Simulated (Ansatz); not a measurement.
Ansatz (a first-principles code) input for Be(OH)(SiH3) (BeH4OSi), SMILES [OH][Be][SiH3], B3LYP-D3(BJ)/def2-TZVP. 

Ansatz 0.2 input:
```yaml
crystal:
  periodic: [false, false, false]
  atoms:
    - {symbol: Be, position_ang: [0.66437346, -0.05466909, -0.52194936]}
    - {symbol: O, position_ang: [1.80130873, 0.06463058, -1.28203523]}
    - {symbol: H, position_ang: [2.56200480, 0.19509271, -1.82150210]}
    - {symbol: Si, position_ang: [-1.06139041, -0.03649905, 0.75976810]}
    - {symbol: H, position_ang: [-2.03370924, -1.13967906, 0.72465835]}
    - {symbol: H, position_ang: [-1.95810392, 1.12083672, 0.60163754]}
    - {symbol: H, position_ang: [-0.77868969, 0.03636811, 2.20253211]}
basis:
  gaussian:
    orbitals: def2-TZVP
hamiltonian:
  xc: b3lyp
  dispersion: d3bj
relax: {f_tol: 0.002, max_steps: 200}
```

It prints:

```
WARN ansatz: RAYON_NUM_THREADS=1 ignored (pool sized by the plan → 1); use --threads N
Functional definition: B3LYP
integrals: 0.03 GiB planned
729 factors; their error is unknown
mean field: 0.29 GiB planned
mean field evaluation 1: about -10387.7641 eV, gradient 6.3e1 eV
mean field evaluation 2: about -10359.6083 eV, gradient 1.3e2 eV
mean field evaluation 4: about -10394.4573 eV, gradient 3.8e0 eV
mean field evaluation 8: about -10394.4931 eV, gradient 1.5e-2 eV
mean field evaluation 16: about -10394.5209 eV, gradient 4.4e-5 eV
mean field -10394.52088954 eV, -381.9915970313 hartree, gradient 4.4e-5 eV, S^2 0.000000; 0 other end points of the search recorded, 0 dependent functions left out
the calculation of the forces begins
reference -10394.52115200 eV, -381.9916066765 hartree; 15, 15 occupied and 96, 96 virtual orbitals, 729 factors
relax step   1: F+E_penalty+E_count = -10394.69989578 eV  Δ(F+E_penalty+E_count) = +0.000e0 eV  max|allowed force component| = 5.110e-1 eV/Å  Δτ_max = 0.0000 Å  (26 SCF iters, accepted)
these checks for a lower state are left out or cut short: starts, cluster_reference, orbital_swaps, neighbouring_geometries, increment
integrals: 0.03 GiB planned
729 factors; their error is unknown
mean field: 0.29 GiB planned
mean field -10394.60505622 eV, -381.9946900997 hartree, gradient 5.8e-6 eV, S^2 0.000000; 0 other end points of the search recorded, 0 dependent functions left out
the calculation of the forces begins
reference -10394.60532116 eV, -381.9946998362 hartree; 15, 15 occupied and 96, 96 virtual orbitals, 729 factors
relax step   2: F+E_penalty+E_count = -10394.78472608 eV  Δ(F+E_penalty+E_count) = -8.483e-2 eV  max|allowed force component| = 1.681e-1 eV/Å  Δτ_max = 0.1308 Å  (28 SCF iters, accepted)
these checks for a lower state are left out or cut short: starts, cluster_reference, orbital_swaps, neighbouring_geometries, increment
integrals: 0.03 GiB planned
729 factors; their error is unknown
mean field: 0.29 GiB planned
mean field -10394.58389802 eV, -381.9939125502 hartree, gradient 5.6e-6 eV, S^2 0.000000; 0 other end points of the search recorded, 0 dependent functions left out
the calculation of the forces begins
reference -10394.58416321 eV, -381.9939222957 hartree; 15, 15 occupied and 96, 96 virtual orbitals, 729 factors
relax step   3: F+E_penalty+E_count = -10394.76280083 eV  Δ(F+E_penalty+E_count) = +2.193e-2 eV  max|allowed force component| = 1.890e0 eV/Å  Δτ_max = 0.0589 Å  (28 SCF iters, rejected (line search))
these checks for a lower state are left out or cut short: starts, cluster_reference, orbital_swaps, neighbouring_geometries, increment
integrals: 0.03 GiB planned
729 factors; their error is unknown
mean field: 0.29 GiB planned
mean field evaluation 32: about -10394.5848 eV, gradient 4.3e-3 eV
mean field -10394.61258996 eV, -381.9949669595 hartree, gradient 4.5e-6 eV, S^2 0.000000; 0 other end points of the search recorded, 0 dependent functions left out
the calculation of the forces begins
reference -10394.61285496 eV, -381.9949766982 hartree; 15, 15 occupied and 96, 96 virtual orbitals, 729 factors
relax step   4: F+E_penalty+E_count = -10394.79164881 eV  Δ(F+E_penalty+E_count) = -6.923e-3 eV  max|allowed force component| = 1.036e-1 eV/Å  Δτ_max = 0.0287 Å  (29 SCF iters, accepted)
these checks for a lower state are left out or cut short: starts, cluster_reference, orbital_swaps, neighbouring_geometries, increment
integrals: 0.03 GiB planned
729 factors; their error is unknown
mean field: 0.29 GiB planned
mean field -10394.62005337 eV, -381.9952412349 hartree, gradient 1.7e-5 eV, S^2 0.000000; 0 other end points of the search recorded, 0 dependent functions left out
the calculation of the forces begins
reference -10394.62031865 eV, -381.9952509838 hartree; 15, 15 occupied and 96, 96 virtual orbitals, 729 factors
relax step   5: F+E_penalty+E_count = -10394.79910523 eV  Δ(F+E_penalty+E_count) = -7.456e-3 eV  max|allowed force component| = 7.890e-2 eV/Å  Δτ_max = 0.0999 Å  (28 SCF iters, accepted)
these checks for a lower state are left out or cut short: starts, cluster_reference, orbital_swaps, neighbouring_geometries, increment
integrals: 0.03 GiB planned
729 factors; their error is unknown
mean field: 0.29 GiB planned
mean field -10394.62405751 eV, -381.9953883844 hartree, gradient 4.5e-6 eV, S^2 0.000000; 0 other end points of the search recorded, 0 dependent functions left out
the calculation of the forces begins
reference -10394.62432319 eV, -381.9953981479 hartree; 15, 15 occupied and 96, 96 virtual orbitals, 729 factors
relax step   6: F+E_penalty+E_count = -10394.80316468 eV  Δ(F+E_penalty+E_count) = -4.059e-3 eV  max|allowed force component| = 2.624e-1 eV/Å  Δτ_max = 0.0507 Å  (28 SCF iters, accepted)
these checks for a lower state are left out or cut short: starts, cluster_reference, orbital_swaps, neighbouring_geometries, increment
integrals: 0.03 GiB planned
729 factors; their error is unknown
mean field: 0.29 GiB planned
mean field -10394.62526527 eV, -381.9954327685 hartree, gradient 4.8e-6 eV, S^2 0.000000; 0 other end points of the search recorded, 0 dependent functions left out
the calculation of the forces begins
reference -10394.62553192 eV, -381.9954425679 hartree; 15, 15 occupied and 96, 96 virtual orbitals, 729 factors
relax step   7: F+E_penalty+E_count = -10394.80442283 eV  Δ(F+E_penalty+E_count) = -1.258e-3 eV  max|allowed force component| = 4.931e-1 eV/Å  Δτ_max = 0.0518 Å  (28 SCF iters, accepted)
these checks for a lower state are left out or cut short: starts, cluster_reference, orbital_swaps, neighbouring_geometries, increment
integrals: 0.03 GiB planned
729 factors; their error is unknown
mean field: 0.29 GiB planned
mean field evaluation 64: about -10394.6365 eV, gradient 4.7e-6 eV
mean field -10394.63649093 eV, -381.9958453038 hartree, gradient 4.7e-6 eV, S^2 0.000000; 0 other end points of the search recorded, 0 dependent functions left out
the calculation of the forces begins
reference -10394.63675925 eV, -381.9958551644 hartree; 15, 15 occupied and 96, 96 virtual orbitals, 729 factors
relax step   8: F+E_penalty+E_count = -10394.81599912 eV  Δ(F+E_penalty+E_count) = -1.158e-2 eV  max|allowed force component| = 8.308e-2 eV/Å  Δτ_max = 0.0950 Å  (29 SCF iters, accepted)
these checks for a lower state are left out or cut short: starts, cluster_reference, orbital_swaps, neighbouring_geometries, increment
integrals: 0.03 GiB planned
729 factors; their error is unknown
mean field: 0.29 GiB planned
mean field -10394.63810911 eV, -381.9959047710 hartree, gradient 6.0e-6 eV, S^2 0.000000; 0 other end points of the search recorded, 0 dependent functions left out
the calculation of the forces begins
reference -10394.63837862 eV, -381.9959146755 hartree; 15, 15 occupied and 96, 96 virtual orbitals, 729 factors
relax step   9: F+E_penalty+E_count = -10394.81737976 eV  Δ(F+E_penalty+E_count) = -1.381e-3 eV  max|allowed force component| = 6.016e-2 eV/Å  Δτ_max = 0.0512 Å  (28 SCF iters, accepted)
these checks for a lower state are left out or cut short: starts, cluster_reference, orbital_swaps, neighbouring_geometries, increment
integrals: 0.03 GiB planned
729 factors; their error is unknown
mean field: 0.29 GiB planned
mean field -10394.63749006 eV, -381.9958820212 hartree, gradient 6.6e-6 eV, S^2 0.000000; 0 other end points of the search recorded, 0 dependent functions left out
the calculation of the forces begins
reference -10394.63775923 eV, -381.9958919130 hartree; 15, 15 occupied and 96, 96 virtual orbitals, 729 factors
relax step  10: F+E_penalty+E_count = -10394.81709933 eV  Δ(F+E_penalty+E_count) = +2.804e-4 eV  max|allowed force component| = 1.551e-1 eV/Å  Δτ_max = 0.0103 Å  (29 SCF iters, rejected (line search))
these checks for a lower state are left out or cut short: starts, cluster_reference, orbital_swaps, neighbouring_geometries, increment
integrals: 0.03 GiB planned
729 factors; their error is unknown
mean field: 0.29 GiB planned
mean field -10394.63811080 eV, -381.9959048330 hartree, gradient 2.0e-5 eV, S^2 0.000000; 0 other end points of the search recorded, 0 dependent functions left out
the calculation of the forces begins
reference -10394.63838013 eV, -381.9959147309 hartree; 15, 15 occupied and 96, 96 virtual orbitals, 729 factors
relax step  11: F+E_penalty+E_count = -10394.81757117 eV  Δ(F+E_penalty+E_count) = -1.914e-4 eV  max|allowed force component| = 2.866e-3 eV/Å  Δτ_max = 0.0039 Å  (22 SCF iters, accepted)
these checks for a lower state are left out or cut short: starts, cluster_reference, orbital_swaps, neighbouring_geometries, increment
integrals: 0.03 GiB planned
729 factors; their error is unknown
mean field: 0.29 GiB planned
mean field -10394.63812153 eV, -381.9959052275 hartree, gradient 1.2e-5 eV, S^2 0.000000; 0 other end points of the search recorded, 0 dependent functions left out
the calculation of the forces begins
reference -10394.63839086 eV, -381.9959151252 hartree; 15, 15 occupied and 96, 96 virtual orbitals, 729 factors
relax step  12: F+E_penalty+E_count = -10394.81757183 eV  Δ(F+E_penalty+E_count) = -6.646e-7 eV  max|allowed force component| = 1.563e-3 eV/Å  Δτ_max = 0.0008 Å  (21 SCF iters, accepted)
integrals: 0.03 GiB planned
729 factors; their error is unknown
mean field: 0.29 GiB planned
mean field evaluation 96: about -10394.2830 eV, gradient 1.1e1 eV
mean field -10394.63812153 eV, -381.9959052275 hartree, gradient 1.2e-5 eV, S^2 0.000000; 1 other end points of the search recorded, 0 dependent functions left out
the calculation of the forces begins
reference -10394.63839086 eV, -381.9959151252 hartree; 15, 15 occupied and 96, 96 virtual orbitals, 729 factors
Total energy: -10394.81784116 eV, -382.0025098021 hartree
Atom 0 at     0.696968    -0.066446    -0.445829 Å, force     0.000840    -0.001168    -0.000397 eV/Å
Atom 1 at     1.854610    -0.170258    -1.232854 Å, force    -0.000940     0.000259     0.000727 eV/Å
Atom 2 at     2.352860     0.371605    -1.836850 Å, force     0.000148     0.000197    -0.000290 eV/Å
Atom 3 at    -1.082705    -0.002002     0.804467 Å, force    -0.000337     0.001563     0.000050 eV/Å
Atom 4 at    -1.954647    -1.190748     0.604469 Å, force     0.000307    -0.000228    -0.000165 eV/Å
Atom 5 at    -1.919645     1.194463     0.515678 Å, force    -0.000048    -0.000330     0.000115 eV/Å
Atom 6 at    -0.751647     0.049467     2.254027 Å, force     0.000029    -0.000294    -0.000041 eV/Å
Dipole moment:     0.250721     0.197484    -0.269253 e Å
```

The calculation finished and met its thresholds.
